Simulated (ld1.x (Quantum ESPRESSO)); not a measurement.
**What one change does to a pseudopotential (Ta, TM)**

ld1.x (Quantum ESPRESSO) 7.5 input, shortened:

```
&input
   title='Ta', zed=73., rel=1, dft='BLYP', iswitch=3,
   config='[Xe] 4f14 5d3 6s1.5 6p0.5'
 /
 &inputp
   pseudotype=2, tm=.true., lloc=-2, rcloc=1.35,
   nlcc=.true., new_core_ps=.true., rcore=1.00
 /
3
6S  1  0   1.50   0.00  3.00  3.00  0.0
6P  2  1   0.50   0.00  2.85  2.85  0.0
5D  3  2   3.00   0.00  1.55  1.55  0.0
 &test
   configts(1)='5d3 6s1.5 6p0.5'
 /
```

Change: functional PBEsol.

Cutoffs: the cutoffs (Ry, on a coarse ladder) from which the occupation-weighted sum of valence levels, in a spherical-Bessel basis at the reference potential, stays within 10 and 1 mRy of its value at 400 Ry; they do not see the model core or the augmentation charge, which bear on the density cutoff. Errors are all-electron minus pseudo energies relative to the spin-unpolarised reference configuration.

Question: Predict the effect on cutoff, ghosts and configuration errors.

Answer: The potential gets neither clearly harder nor softer (25 Ry and 35 Ry → 25 Ry and 35 Ry); both files keep a bound ghost (p, s); of the 7 tests that both files solve, the error grows in 3 and shrinks in 0 by more than 15 % and 0.3 meV (median size 29.4 → 39.3 meV).

```csv
quantity,base,changed
"cutoff, loose",25 Ry,25 Ry
"cutoff, tight",35 Ry,35 Ry
bound ghosts,"s, p","s, p"
"error for 5d3 6s2 6p0, meV [ΔE -2.05 → -2.08 eV]",+0.1,-0.1
"error for 5d3 6s1 6p0, meV [ΔE 6.35 → 6.42 eV]",-5.7,-6.9
"error for 5d3 6s0 6p0, meV [ΔE 21.40 eV]",-29,-39
"error for 5d2 6s0 6p0, meV [ΔE 44.99 → 45.01 eV]",-146,-165
"error for 5d3.5 6s1.5 6p0, meV [ΔE -1.05 → -1.09 eV]",-12,-14
"error for 5d4 6s1 6p0, meV [ΔE 0.07 → 0.01 eV]",-41,-45
"error for 5d2 6s2 6p1, meV [ΔE 0.93 → 0.95 eV]",-70,-75
s: phases at 3.25 bohr within 0.05 rad from the reference energy up to (Ry; the scan ends near 5),1.5,1.5
p: phases at 3.25 bohr within 0.05 rad from the reference energy up to (Ry; the scan ends near 5),2.5,2.5
d: phases at 3.25 bohr within 0.05 rad from the reference energy up to (Ry; the scan ends near 5),to the end of the scan,to the end of the scan
```

Base: These tests converged, but a pseudo level misses the all-electron one widely, so the file describes the atom poorly there or has found another state: 5d2 6s0 6p0: empty 6p by 4.9 eV. Changed file: These tests converged, but a pseudo level misses the all-electron one widely, so the file describes the atom poorly there or has found another state: 5d2 6s0 6p0: empty 6p by 5.4 eV. A true bound ghost makes a file unfit for plane-wave use even where its test errors are small: the radial tests pick states by their node count and pass the ghost by.
